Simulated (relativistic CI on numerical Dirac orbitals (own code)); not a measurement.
# Hyperfine structure of Lu, mass number 176

Calculated at this level of theory: Dirac-Coulomb-Breit CI, KLI orbitals optimised for each configuration, QED by a radiative potential, valence Slater integrals scaled by 0.85, P86 correlation energy added to each configuration (own radial code, finite nucleus).

CI space (outside the closed core [Xe] 4f14): 5d.6s2, 6s2.6p, 5d.6s.6p, 5d2.6s, 6s2.7s, 6s2.7p, 6s2.6d, 5d3, 6s2.5f, 5d.6s.6d, 6s2.8s, 6s2.8p, 6s2.7d, 6s2.6f, 5d.6p2, 6p3, 6p2.7s, 6p2.7p, 6p2.6d, 6s.6p2. Double excitations out of closed p, d and f shells are left out; levels of such configurations are missing from the list, as are those of other unlisted configurations, and high levels can miss mixing partners. These lack a partner that the ground configuration has and come out too high: 6s2.5f, 6s2.8s, 6s2.8p, 6s2.7d, 6s2.6f.

Nuclear spin I = 7, μ = 3.16 μN, Q = 4.92 b (tables of Stone and Pyykkö). The electronic factors are computed for point nuclear moments, without core polarisation; leaving it out makes A of s and p electrons in near-neutral atoms 20 to 40 % too small, and it can dominate for d and f shells.

| Level | E (cm⁻¹) | A (MHz) | B (MHz) |
| --- | --- | --- | --- |
| 5d.6s2 2D_3/2 | 0.0 | 167 | 1580 |
| 5d.6s2 2D_5/2 | 1383.7 | 140.6 | 1770 |
| 6s2.6p 2P°_1/2 | 2676.1 | 689.6 |  |
| 6s2.6p 2P°_3/2 | 5619.5 | 287.9 | 2060 |
| 5d.6s.6p 4F°_3/2 | 14695.9 | -734.6 | 2090 |
| 5d.6s.6p 4F°_5/2 | 15661.8 | 447.6 | 1670 |
| 5d.6s.6p 4F°_7/2 | 17099.0 | 680.3 | 2410 |
| 6s.6p2 4P_1/2 | 18609.1 | 3419 |  |

Levels with J = 0, under 50 % of one LS term, or S terms without an open s electron are left out. Small factors come from cancelling terms and can be off by tens of per cent or more.

Correlation outside the listed configurations is missing or only estimated: errors of thousands of cm⁻¹ between configurations and terms are usual at this charge. Rates and lifetimes follow the computed energies and can be off by large factors. The fine structure of a lone outer electron comes out too small, for d and f at times inverted, and misplaced configurations move strength between like terms. 37 of the 46 excited levels that our extract of the measured tables holds in this range could be paired (the sources list more); they are missed by 1640 cm⁻¹ on average and 4310 at most, and levels without a partner can miss by more.

Q: Give the hyperfine levels of 5d.6s2 2D_3/2 relative to its centre of gravity.

A: With K = F(F + 1) − I(I + 1) − J(J + 1), E = AK/2 + B[¾K(K + 1) − I(I + 1)J(J + 1)]/[2I(2I − 1)J(2J − 1)]: F = 11/2: -1412, F = 13/2: -1288, F = 15/2: -231.3, F = 17/2: 2149 MHz.

LS names give the leading component of a level, which can be under half, so a name can repeat, a term be missing and a line seem to break the LS rules.
